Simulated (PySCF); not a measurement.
SSn, SMILES [S]=[Sn] (connectivity only; charge and spin as stated), neutral, multiplicity 1.

Geometry optimised at PBE0-D3(BJ)/def2-TZVP. The def2 effective core potentials stand for the cores of Sn; spin–orbit coupling is left out.

Computed with PySCF with PBE0/def2-TZVPD.

- total energy = -612.41627 hartree
- point group = C∞v
- highest occupied level = -7.37 eV
- lowest empty level = -2.53 eV
- orbital gap = 4.84 eV
- dipole moment = 3.44 D
- quadrupole, principal values (traceless, Buckingham form, about the centre of nuclear charge) = -5.41, 2.70, 2.70 D·Å
- mean static polarisability = 64.5 bohr³ (9.56 Å³)
- polarisability, principal values = 51.7, 51.7, 90.1 bohr³
